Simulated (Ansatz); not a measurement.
Relaxation of B8N⁺ with RKS PBE0-D4/def2-SVP.

```sh
$ ansatz run in.yaml --threads 4 --pin off --events-out ev --progress --plain --max-ram 4787MiB
```

```yaml
crystal:
  periodic: [false, false, false]
  atoms:
    - {symbol: N, position_ang: [0.295640, -1.960140, -0.012530]}
    - {symbol: B, position_ang: [2.259260, -0.067400, 0.000820]}
    - {symbol: B, position_ang: [0.460850, 2.043790, 0.011590]}
    - {symbol: B, position_ang: [-1.011200, -1.801080, -0.014710]}
    - {symbol: B, position_ang: [1.812890, 1.370170, 0.012100]}
    - {symbol: B, position_ang: [1.494130, -1.415290, -0.010920]}
    - {symbol: B, position_ang: [-2.141830, -0.741030, -0.005640]}
    - {symbol: B, position_ang: [-2.131870, 0.764370, 0.007330]}
    - {symbol: B, position_ang: [-1.037880, 1.806620, 0.011960]}
basis:
  gaussian: {orbitals: def2-SVP}
total_charge: 1
hamiltonian: {xc: pbe0, dispersion: d4}
scf: {lower_state_search: "off"}
output: {orbitals: {seedname: orbitals}}
relax: {f_tol: 0.02, max_steps: 100}
```

Hardware: 4 threads of Arm Neoverse V2 on a shared host. Wall time 36 s.

Positions (Å) and forces (eV/Å) at steps 1, 2, 3, 4, 5, 6, 7, 9, 10, 11, 12, 13, 14, 15, 16, 17, 18, 19, 20, 22 of 22:

```xyz
9
step=1 energy=-6868.4030 eV
N     0.296   -1.960   -0.013    0.091   -0.586   -0.023
B     2.259   -0.067    0.001    1.108    0.050    0.000
B     0.461    2.044    0.012    0.278    0.875    0.009
B    -1.011   -1.801   -0.015    2.328   -0.794    0.006
B     1.813    1.370    0.012    1.005    0.898    0.005
B     1.494   -1.415   -0.011   -1.992   -1.457    0.000
B    -2.142   -0.741   -0.006   -1.079   -0.287   -0.004
B    -2.132    0.764    0.007   -1.223    0.554    0.006
B    -1.038    1.807    0.012   -0.516    0.748    0.002
9
step=2 energy=-6868.7204 eV
N     0.308   -2.041   -0.013    0.142   -0.906   -0.013
B     2.252   -0.075    0.000    0.167    0.121   -0.002
B     0.469    2.113    0.016    0.092    0.186   -0.001
B    -0.982   -1.850   -0.014    0.601    0.160    0.007
B     1.841    1.408    0.010    0.323    0.176    0.003
B     1.481   -1.471   -0.011   -0.626   -0.027    0.005
B    -2.132   -0.747   -0.005   -0.197    0.065   -0.003
B    -2.170    0.792    0.004   -0.357    0.071    0.002
B    -1.066    1.871    0.013   -0.145    0.154    0.001
9
step=3 energy=-6868.7984 eV
N     0.320   -2.120   -0.014    0.152   -0.986   -0.007
B     2.217   -0.074   -0.001   -0.133    0.072    0.000
B     0.471    2.154    0.016    0.004   -0.092   -0.003
B    -0.958   -1.878   -0.013   -0.046    0.576    0.004
B     1.850    1.433    0.010   -0.004   -0.080    0.001
B     1.466   -1.505   -0.010   -0.130    0.563    0.004
B    -2.099   -0.735   -0.006    0.105    0.108   -0.001
B    -2.186    0.814    0.004    0.032   -0.076    0.002
B    -1.080    1.910    0.014    0.019   -0.084   -0.001
9
step=4 energy=-6868.9422 eV
N     0.343   -2.268   -0.017    0.072   -0.470    0.003
B     2.153   -0.063    0.000   -0.263   -0.011    0.003
B     0.469    2.174    0.014    0.022   -0.094    0.002
B    -0.898   -1.857   -0.013   -0.086    0.402   -0.003
B     1.847    1.454    0.012    0.007   -0.105   -0.004
B     1.402   -1.502   -0.010   -0.036    0.408   -0.002
B    -2.042   -0.706   -0.005    0.253    0.071    0.004
B    -2.188    0.836    0.006    0.027   -0.106   -0.003
B    -1.085    1.932    0.013    0.004   -0.095   -0.001
9
step=5 energy=-6868.9911 eV
N     0.373   -2.460   -0.019   -0.193    1.240    0.018
B     2.012   -0.051    0.001   -0.147    0.272    0.003
B     0.468    2.192    0.016    0.039   -0.074   -0.003
B    -0.799   -1.826   -0.013    0.619   -0.529   -0.009
B     1.849    1.484    0.010   -0.013   -0.229    0.001
B     1.299   -1.502   -0.010   -0.428   -0.687   -0.011
B    -1.912   -0.653   -0.004    0.062    0.295    0.003
B    -2.199    0.864    0.006    0.074   -0.206   -0.001
B    -1.091    1.951    0.013   -0.013   -0.083    0.001
9
step=6 energy=-6869.0066 eV
N     0.367   -2.420   -0.013   -0.025    0.159   -0.020
B     1.956   -0.024   -0.001    0.205   -0.028   -0.004
B     0.479    2.135    0.015   -0.172    0.026    0.006
B    -0.817   -1.839   -0.015    0.441    0.027    0.014
B     1.886    1.503    0.012    0.053   -0.027   -0.004
B     1.319   -1.509   -0.012   -0.429   -0.103    0.016
B    -1.867   -0.611   -0.006   -0.191   -0.089   -0.004
B    -2.240    0.872    0.006   -0.041   -0.047    0.000
B    -1.083    1.894    0.015    0.160    0.082   -0.004
9
step=7 energy=-6869.0227 eV
N     0.362   -2.394   -0.015    0.020   -0.122   -0.008
B     2.019   -0.032   -0.001   -0.028   -0.013   -0.002
B     0.478    2.129    0.016    0.024   -0.012   -0.001
B    -0.817   -1.819   -0.014   -0.115    0.105    0.006
B     1.890    1.496    0.010    0.014   -0.033    0.000
B     1.312   -1.489   -0.011    0.077    0.135    0.006
B    -1.925   -0.639   -0.006    0.028   -0.006   -0.001
B    -2.239    0.862    0.005   -0.004   -0.040    0.000
B    -1.080    1.887    0.014   -0.015   -0.015    0.000
9
step=9 energy=-6869.0264 eV
N     0.358   -2.373   -0.019   -0.010    0.068    0.006
B     2.024   -0.011    0.002    0.012    0.038    0.000
B     0.494    2.069    0.013    0.032   -0.037    0.001
B    -0.822   -1.793   -0.013    0.096   -0.061   -0.004
B     1.937    1.514    0.012   -0.035    0.043    0.000
B     1.301   -1.456   -0.010   -0.074   -0.085   -0.004
B    -1.945   -0.631   -0.004   -0.031    0.011    0.000
B    -2.280    0.859    0.006    0.021    0.055    0.001
B    -1.067    1.822    0.012   -0.010   -0.033   -0.001
9
step=10 energy=-6869.0290 eV
N     0.349   -2.332   -0.020   -0.025    0.148    0.014
B     2.025    0.038    0.002   -0.030    0.144    0.004
B     0.528    1.952    0.012    0.306   -0.137    0.001
B    -0.832   -1.752   -0.012    0.128   -0.109   -0.010
B     2.030    1.559    0.013   -0.329    0.040   -0.001
B     1.273   -1.394   -0.009   -0.085   -0.138   -0.010
B    -1.985   -0.619   -0.004   -0.038    0.014    0.003
B    -2.351    0.857    0.006    0.266    0.183    0.001
B    -1.037    1.691    0.010   -0.192   -0.145   -0.001
9
step=11 energy=-6869.0343 eV
N     0.347   -2.326   -0.019   -0.023    0.112    0.010
B     2.014    0.051    0.002   -0.037    0.116    0.002
B     0.536    1.934    0.012    0.211   -0.096    0.001
B    -0.837   -1.753   -0.012    0.122   -0.097   -0.008
B     2.040    1.570    0.013   -0.175    0.043   -0.001
B     1.266   -1.384   -0.009   -0.084   -0.119   -0.007
B    -1.991   -0.620   -0.004   -0.048   -0.003    0.002
B    -2.348    0.857    0.007    0.150    0.114    0.001
B    -1.027    1.672    0.010   -0.116   -0.072   -0.001
9
step=12 energy=-6869.0539 eV
N     0.327   -2.279   -0.016   -0.106    0.005   -0.012
B     1.912    0.172    0.002    0.041    0.327   -0.004
B     0.625    1.788    0.010    0.200    0.036   -0.001
B    -0.880   -1.761   -0.013    0.090   -0.026    0.008
B     2.159    1.669    0.016   -0.312   -0.433   -0.002
B     1.191   -1.285   -0.011    0.066    0.107    0.014
B    -2.055   -0.644   -0.004   -0.139   -0.094   -0.005
B    -2.343    0.842    0.008    0.051   -0.110    0.000
B    -0.935    1.498    0.008    0.109    0.188    0.002
9
step=13 energy=-6869.0831 eV
N     0.325   -2.286   -0.015   -0.056   -0.062   -0.012
B     1.873    0.188    0.000   -0.163   -0.325   -0.003
B     0.643    1.833    0.011   -0.100    0.062   -0.001
B    -0.892   -1.800   -0.014   -0.110    0.051    0.010
B     2.155    1.660    0.016    0.309    0.273    0.002
B     1.172   -1.278   -0.010    0.094    0.149    0.007
B    -2.077   -0.687   -0.006   -0.052   -0.166   -0.003
B    -2.288    0.818    0.008    0.061   -0.113   -0.003
B    -0.911    1.551    0.009    0.015    0.132    0.002
9
step=14 energy=-6869.1581 eV
N     0.303   -2.295   -0.013    0.000    0.049   -0.014
B     1.721    0.265   -0.001   -0.536   -0.835    0.000
B     0.723    1.957    0.011   -0.706    0.311   -0.003
B    -0.953   -1.923   -0.016   -0.219    0.035    0.016
B     2.189    1.675    0.018    1.272    0.730    0.009
B     1.081   -1.230   -0.009    0.047    0.058   -0.001
B    -2.142   -0.820   -0.006    0.081    0.375    0.001
B    -2.108    0.730    0.008    0.064   -0.564   -0.011
B    -0.813    1.640    0.010   -0.004   -0.159    0.002
9
step=15 energy=-6869.2919 eV
N     0.272   -2.293   -0.014   -0.143    0.538   -0.007
B     1.547    0.352   -0.001   -0.243    0.087    0.019
B     0.806    2.082    0.011   -0.369    0.523    0.000
B    -1.019   -2.025   -0.016    0.206   -0.051    0.011
B     2.261    1.704    0.020    0.261   -0.186   -0.007
B     0.976   -1.169   -0.009   -0.275   -0.449   -0.010
B    -2.197   -0.923   -0.006    0.330    0.779    0.005
B    -1.945    0.627    0.006    0.077   -0.619   -0.011
B    -0.699    1.646    0.009    0.157   -0.623   -0.001
9
step=16 energy=-6869.5097 eV
N     0.241   -2.286   -0.016   -0.154    0.792   -0.003
B     1.375    0.437    0.004    0.016    0.723    0.000
B     0.866    2.212    0.011   -0.430    0.161    0.003
B    -1.070   -2.090   -0.014    0.665   -0.100   -0.002
B     2.300    1.715    0.020   -0.798   -0.756   -0.011
B     0.877   -1.116   -0.011   -0.412   -0.725    0.012
B    -2.201   -0.962   -0.004    0.038    0.458    0.003
B    -1.821    0.545    0.003    0.079   -0.233   -0.001
B    -0.566    1.546    0.008    0.997   -0.321   -0.001
9
step=17 energy=-6869.7111 eV
N     0.226   -2.272   -0.019   -0.003    0.587    0.022
B     1.221    0.501    0.003    0.509    0.216    0.024
B     0.880    2.315    0.011   -0.366    0.167    0.001
B    -1.090   -2.114   -0.016    0.276    0.069   -0.002
B     2.266    1.694    0.019   -0.525   -0.642   -0.014
B     0.811   -1.082   -0.005   -0.169   -0.560   -0.030
B    -2.203   -0.968   -0.003    0.104    0.067   -0.003
B    -1.703    0.495    0.002   -0.051    0.041    0.001
B    -0.409    1.431    0.008    0.224    0.055    0.000
9
step=18 energy=-6869.7355 eV
N     0.237   -2.270   -0.002   -0.011    0.070   -0.094
B     1.230    0.477    0.007   -0.055   -0.177   -0.132
B     0.846    2.312    0.028    0.302    0.221    0.004
B    -1.070   -2.075   -0.002    0.186   -0.086   -0.006
B     2.227    1.663    0.010   -0.083    0.225    0.032
B     0.847   -1.104   -0.035   -0.125   -0.202    0.183
B    -2.181   -0.935   -0.011   -0.237   -0.163    0.005
B    -1.730    0.530   -0.007   -0.054    0.080    0.017
B    -0.407    1.402    0.011    0.078    0.031   -0.008
9
step=19 energy=-6869.7466 eV
N     0.235   -2.279   -0.009    0.035   -0.071   -0.023
B     1.227    0.474   -0.013   -0.082   -0.207    0.057
B     0.855    2.340    0.001   -0.086    0.108    0.000
B    -1.070   -2.084   -0.017   -0.127    0.049    0.023
B     2.218    1.666    0.040    0.151    0.073   -0.028
B     0.844   -1.116   -0.016    0.032    0.110   -0.017
B    -2.191   -0.943   -0.006    0.058    0.006    0.007
B    -1.723    0.527    0.015    0.073   -0.024   -0.041
B    -0.395    1.415    0.004   -0.053   -0.044    0.021
9
step=20 energy=-6869.7494 eV
N     0.231   -2.281   -0.018    0.022   -0.024    0.003
B     1.224    0.471    0.003    0.054   -0.002   -0.007
B     0.854    2.351    0.018   -0.064    0.034    0.001
B    -1.075   -2.087   -0.011   -0.064    0.006   -0.008
B     2.218    1.672    0.017   -0.024   -0.073    0.001
B     0.840   -1.118   -0.012    0.037    0.043    0.011
B    -2.191   -0.945    0.001    0.032    0.028   -0.010
B    -1.711    0.522   -0.007    0.010   -0.012    0.025
B    -0.389    1.416    0.008   -0.004    0.001   -0.016
9
step=22 energy=-6869.7502 eV
N     0.230   -2.284   -0.016   -0.008    0.011   -0.001
B     1.225    0.467    0.004   -0.003   -0.009   -0.001
B     0.850    2.358    0.016    0.001    0.007    0.000
B    -1.076   -2.087   -0.016    0.005   -0.009    0.002
B     2.212    1.670    0.013    0.004    0.005    0.001
B     0.843   -1.122   -0.007    0.001   -0.004    0.000
B    -2.188   -0.942   -0.006    0.000    0.000   -0.002
B    -1.709    0.523    0.003   -0.001   -0.001   -0.001
B    -0.386    1.415    0.009    0.001    0.000    0.002
```

The restricted singlet is unstable towards broken spin symmetry in Hartree–Fock (as tested in another run); at PBE0-D4/def2-SVP this wasn't settled. Another isomer (singlet) lies 2.76 eV lower at PBE0-D4/def2-TZVP; other spin states weren't run for this one.
